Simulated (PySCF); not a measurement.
Radial density of Co (cobalt, neutral)

UHF, [Ar] 3d6 4s2 5s1, high-spin 6D determinant (an excited configuration). Computed with PySCF 2.14 in aug-cc-pVTZ with one added diffuse shell each of s, p, d, f, g type (9s8p6d4f3g, 118 functions), with no relativity, point nucleus.

| r (bohr) | 4πr²ρ (e/bohr) | 4πr²(ρα − ρβ) |
| --- | --- | --- |
| 0.000997 | 0.1583 | 0.0000 |
| 0.00168 | 0.4316 | 0.0001 |
| 0.00282 | 1.148 | 0.0002 |
| 0.00474 | 2.928 | 0.0004 |
| 0.00798 | 6.958 | 0.0009 |
| 0.0134 | 14.69 | 0.0019 |
| 0.0226 | 25.51 | 0.0032 |
| 0.0380 | 32.41 | 0.0042 |
| 0.0639 | 28.00 | 0.0087 |
| 0.107 | 27.29 | 0.0558 |
| 0.181 | 36.62 | 0.3440 |
| 0.304 | 21.19 | 1.5818 |
| 0.511 | 16.02 | 3.8928 |
| 0.860 | 15.09 | 3.7172 |
| 1.45 | 3.714 | 1.2460 |
| 2.43 | 1.121 | 0.1221 |
| 4.09 | 0.2409 | 0.0028 |
| 6.88 | 0.1604 | 0.1558 |
| 11.6 | 0.05702 | 0.0570 |
| 19.5 | 0.0008373 | 0.0008 |

The outer electron is Rydberg-like, and this basis confines it to a smaller radius and binds it less than a complete one would.
